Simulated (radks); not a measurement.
Species: P5+. Configuration: [Ne] (the NIST ground configuration).

Calculated with a radial shooting solver on a logarithmic mesh with Libxc functionals: scalar-relativistic Kohn-Sham, exchange-only LDA, spin-polarised, spherical densities, point nucleus.

Energy parts (Ry):
total: -666.83088
kinetic: 669.86399
electron-nucleus: -1538.35151
Hartree: 239.96697
exchange: -38.31033

Orbitals (lengths in bohr, moments of r in powers of bohr):
orbital  occ.  eigenvalue (Ry)   <1/r>
1s          2        -158.1714   14.61
2s          2        -18.07770   2.832
2p          6        -14.52263   2.734
3s          0         -5.08935  0.9218
3p          0         -4.26327  0.8488

The highest occupied level is 2p at -197.59 eV. For comparison, the ionisation energy in NIST's Atomic Spectra Database is 220.43 eV (semi-empirical). In exact Kohn-Sham theory the highest level is minus the ionisation energy, but local and semilocal functionals leave it too shallow, through self-interaction and a potential that decays too fast; potentials with the right tail come closer.
